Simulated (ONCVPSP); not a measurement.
## F: excitation energies, all-electron against ONCV

```
Element                 : fluorine (F)
Generator               : ONCVPSP 4.0.1
Type                    : optimised norm-conserving Vanderbilt (ONCV)
Functional              : PBE
Relativity              : scalar-relativistic
Frozen core             : [He]
Valence charge          : 7
Reference configuration : 2s2 2p4.5 (charge +0.5)
Partial waves           : 2s: rc 0.85 bohr, ncon 3, nbas 6, qcut 8.4 1/bohr, 2 projectors, debl 0.7 Ha; 2p: rc 1.15 bohr, ncon 3, nbas 6, qcut 12.7 1/bohr, 2 projectors, debl 2.4 Ha; d scattering state at 0.32 Ha: rc 1.15 bohr, ncon 3, nbas 6, qcut 9.5 1/bohr, 1 projector
Local potential         : polynomial inside 0.65 bohr (lpopt 3, dvloc0 -1 Ha)
Core correction         : Teter function, fcfact 3.5, rcfact 1.55
```

In the s channel the program set the typed energies aside and used -1.404, 0.250 Ha.

Energies are relative to the spin-unpolarised reference configuration 2s2 2p4.5; without spin polarisation the order of configurations can differ from experiment.

Give the all-electron excitation energy and the error of the potential for: 2s2 2p5; 2s2 2p4; 2s2 2p3; 2s2 2p1.

```csv
valence configuration,charge,ΔE all-electron (eV),error AE − PS (meV)
2s2 2p5,0,-7.543,+2.5
2s2 2p4,+1,11.847,+3.2
2s2 2p3,+2,50.231,+65
2s2 2p1,+4,196.670,+969
```

Levels in the configuration 2s2 2p3:

```tsv
level	all-electron (eV)	pseudo (eV)
2s	-67.992	-67.994
2p	-49.003	-48.874
```
